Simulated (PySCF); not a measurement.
# Pd: excitation energy

Pd [Kr] 4d10 (1S) → Pd [Kr] 4d9 5s1 (3D), as a difference of total energies. Calculation: PySCF 2.14, in def2-QZVPP with the def2 core potential (28 electrons) (7s5p4d4f2g, 88 functions); scalar relativity through the core potential. Correlated levels: valence: 4s2 4p6 frozen; valence and next inner shell: nothing frozen outside the core potential. The calculations carry no spin-orbit coupling.

```
                                method  excitation energy (eV)
                                   UHF                  -0.080
                                   LDA                   0.948
                                   PBE                   0.806
                                  PBE0                   0.743
                                r2SCAN                   0.572
                               LC-wPBE                   0.895
                                  BP86                   0.784
                                B2PLYP                   0.899
                                  TPSS                   0.680
                         MP2 (valence)                   1.288
                     SCS-MP2 (valence)                   1.242
    MP2 (valence and next inner shell)                   1.269
SCS-MP2 (valence and next inner shell)                   1.173
```

**Question.** How much does correlation contribute at MP2 (valence and next inner shell)?

**Answer.** 1.269 − (-0.080) = 1.349 eV, measured against UHF.

The basis was made for the ground configuration and has no added diffuse functions, so the excitation energy can come out too high.
